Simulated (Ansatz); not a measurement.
```yaml
crystal:
  periodic: [false, false, false]
  atoms:
    - {symbol: K, position_ang: [0.392108, -2.845241, -2.838186]}
    - {symbol: K, position_ang: [2.009595, -0.068159, 0.047351]}
    - {symbol: K, position_ang: [-0.392554, 2.835145, 2.848109]}
    - {symbol: K, position_ang: [-2.009149, 0.078255, -0.057275]}
basis:
  gaussian: {orbitals: def2-TZVP}
total_charge: 1
magnetization: {spin_polarized: true, initial_magnetization: 1}
hamiltonian: {xc: {name: PBE0}}
```

```sh
$ ansatz run in.yaml --threads 4 --pin off --events-out ev --progress --plain --max-ram 3916MiB
```

Output, abridged:

```
Functional definition: PBE0
1296 factors; integrals over basis functions are off by at most 2.5e-4 eV
mean field evaluation 1: about -65276.1558 eV, gradient 8.6e0 eV
mean field evaluation 2: about -65276.2976 eV, gradient 8.8e0 eV
mean field evaluation 4: about -65276.7868 eV, gradient 3.8e-1 eV
mean field evaluation 8: about -65276.8271 eV, gradient 5.9e-2 eV
mean field evaluation 16: about -65276.8274 eV, gradient 1.2e-3 eV
mean field evaluation 32: about -65276.7341 eV, gradient 8.6e-1 eV
mean field -65276.82742055 eV, -2398.8791614823 hartree, gradient 6.1e-6 eV, S^2 0.781621; 8 other end points of the search recorded, 0 dependent functions left out
reference -65276.82746670 eV, -2398.8791631784 hartree; 38, 37 occupied and 94, 95 virtual orbitals, 1296 factors
Total energy: -65276.82746670 eV, -2398.8791631784 hartree
```

Run time 13 s (4 threads of Arm Neoverse V1 on a shared host).
